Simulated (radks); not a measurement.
Species: Os2+. Configuration: [Xe] 4f14 5d5 6p1 (not the ground configuration).

Calculated with a radial shooting solver on a logarithmic mesh with Libxc functionals: scalar-relativistic Kohn-Sham, SCAN, spin-unpolarised, spherical densities, finite nucleus; meta-GGA in the generalised Kohn-Sham scheme; Fermi nuclear charge, rms radius 5.4126 fm.

Energy parts (hartree):
total: -17251.9413
kinetic: 19115.1168
electron-nucleus: -42690.8890
Hartree: 6662.6100
exchange-correlation: -338.7791

Orbitals (lengths in bohr, moments of r in powers of bohr; r(max) is where P^2 peaks):
orbital  occ.  eigenvalue (hartree)   r(max)
1s          2             -2718.057  0.01103
2s          2             -475.0618  0.06334
2p          6             -413.6759  0.05219
3s          2             -111.6283   0.1785
3p          6             -93.49313   0.1772
3d         10             -73.18912   0.1446
4s          2             -24.41917   0.4050
4p          6             -18.44362   0.4251
4d         10             -10.99614   0.4347
5s          2              -4.23503   0.9107
4f         14              -2.75541   0.4061
5p          6              -2.70960    1.030
5d          5              -0.97964    1.317
6p          1              -0.55728    2.850

The highest occupied level is 6p at -15.164 eV. The electron density at the nucleus is 1.788e+06 e/bohr^3 (large components only).
